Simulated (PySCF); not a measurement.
**How methods differ on the excitation energy of Al²⁺**

Al²⁺ [Ne] 3s1 (2S) → Al²⁺ [Ne] 3p1 (2P), as a difference of total energies. Calculation: PySCF 2.14, in aug-cc-pCVTZ-DK; the spin-free X2C one-electron Hamiltonian (Gaussian nucleus). Correlated levels: valence and next inner shell: 1s2 frozen; nothing frozen. The calculations carry no spin-orbit coupling.

| method | excitation energy (cm⁻¹) |
| --- | --- |
| UHF | 53227 |
| LDA | 51445 |
| PBE | 50272 |
| PBE0 | 51018 |
| r2SCAN | 50010 |
| revPBE | 49465 |
| TPSSh | 49678 |
| PW91 | 50305 |
| M06 | 48878 |
| MP2 (valence and next inner shell) | 54125 |
| SCS-MP2 (valence and next inner shell) | 53893 |
| MP2 (all electrons) | 54076 |
| SCS-MP2 (all electrons) | 53861 |

A first-order spin-orbit estimate (lowest level to lowest level, LS coupling) adds -0.015 eV.
